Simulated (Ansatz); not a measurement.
Consider the isomerisation: `[AlH2][NH][SiH2]O[SiH3]` → `[NH2][Al]([SiH3])[SiH2]O`.

Isolated molecules relaxed with PBE0-D4/def2-TZVP in Ansatz; ΔE leaves out vibrations. CCSD(T)/CBS is the MP2 limit (def2-TZVPP, def2-QZVPP) plus CCSD(T) − MP2 in def2-TZVPP, frozen cores. Functionals use def2-TZVPP. B3LYP here is the variant with VWN-RPA as its local correlation; programs differ in this. HSE06 is defined as in plane-wave codes. Each species was taken in one conformer, which may not be the lowest.

`[AlH2][NH][SiH2]O[SiH3]`:

Z-matrix (Å, degrees):
```
Si
N 1 1.715
O 1 1.637 2 113.3
H 1 1.487 2 109.9 3 -120.2
H 1 1.481 2 107.5 3 118.0
Al 2 1.786 1 128.6 3 -99.0
H 2 1.012 1 114.9 3 80.0
Si 3 1.631 1 147.1 2 -83.9
H 6 1.583 2 117.6 1 179.9
H 6 1.580 2 117.8 1 -0.4
H 8 1.486 3 109.9 1 94.3
H 8 1.488 3 110.5 1 -25.8
H 8 1.484 3 109.0 1 -146.0
```

`[NH2][Al]([SiH3])[SiH2]O`:

Cartesian coordinates in Å:
```
N -1.109 -0.083 1.703
Al -0.317 0.174 0.139
Si -0.879 2.234 -1.077
Si 1.266 -1.594 -0.542
O 1.564 -2.686 0.681
H -1.775 0.541 2.129
H -0.994 -0.908 2.270
H -1.423 1.936 -2.434
H -1.898 3.060 -0.365
H 0.323 3.094 -1.279
H 2.551 -1.012 -1.045
H 0.722 -2.420 -1.656
H 1.969 -2.338 1.476
```

Problem. Is it downhill or uphill in electronic energy at CCSD(T)/CBS, and by how much? (Estimate.)

Solution. Computed: Uphill: ΔE = +179.0 kJ/mol.

Problem. What do these levels give: B3LYP-D4, HSE06-D4, B2PLYP, PBE-QIDH, r2SCAN, CCSD(T)/def2-TZVPP? (Best estimate.)

Solution. The calculation gave: B3LYP-D4 177.7, HSE06-D4 145.9, B2PLYP 184.2, PBE-QIDH 172.7, r2SCAN 165.5, CCSD(T)/def2-TZVPP 178.6 kJ/mol.

Largest T1 diagnostic among the species: 0.013.

From r2SCAN to r2SCAN0 (25 % exact exchange), in def2-TZVPP and without D4, ΔE moves by +8.0 kJ/mol. At CCSD(T), def2-SVP lies −5.1 kJ/mol from the extrapolated value and def2-TZVPP −0.5 kJ/mol.
